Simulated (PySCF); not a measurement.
Consider N,N-dimethyl-1,3-propanediamine, `CN(C)CCCN` (C5H14N2). Optimised structure (Å), atoms numbered from 1:
```
C    -1.4708    0.5763    1.5299
N    -1.1819   -0.1858    0.3432
C    -2.3815   -0.5897   -0.3419
C    -0.2370    0.4624   -0.5423
C     1.1696    0.5710    0.0291
C     1.7785   -0.7745    0.4166
N     3.1164   -0.7300    0.9700
H    -2.1540    0.0104    2.1813
H    -0.5543    0.7689    2.1065
H    -1.9469    1.5611    1.3131
H    -3.0367   -1.1527    0.3407
H    -2.9714    0.2670   -0.7435
H    -2.1321   -1.2486   -1.1878
H    -0.5942    1.4740   -0.8509
H    -0.1897   -0.1382   -1.4668
H     1.8091    1.0625   -0.7254
H     1.1820    1.2420    0.9067
H     1.7879   -1.4314   -0.4717
H     1.1091   -1.2740    1.1349
H     3.1244   -0.1741    1.8236
H     3.7495   -0.2588    0.3256
```

Computed at ωB97X-D3(BJ)/def2-TZVP // PBE0-D3(BJ)/def2-SVP with PySCF (density fitting, grid level 2). ωB97X-D3(BJ) is ωB97X-V with D3(BJ) in place of VV10. Zero-point and thermal terms (298.15 K, 1 bar) come from unscaled PBE0-D3(BJ)/def2-SVP harmonic frequencies, with soft modes damped to free rotors in the entropy.

Rank these of its sites by proton affinity, highest first.
A. N2 (amine nitrogen)
B. N7 (amine nitrogen)

A (970 kJ/mol), B (943 kJ/mol).

For N2 (amine nitrogen), what are ΔE (electronic) and ΔG(298 K) of removing the proton again?

ΔE = 1004 and ΔG = 938 kJ/mol, beside ΔH = 970 kJ/mol. The protonated species is `C[NH+](C)CCCN`.
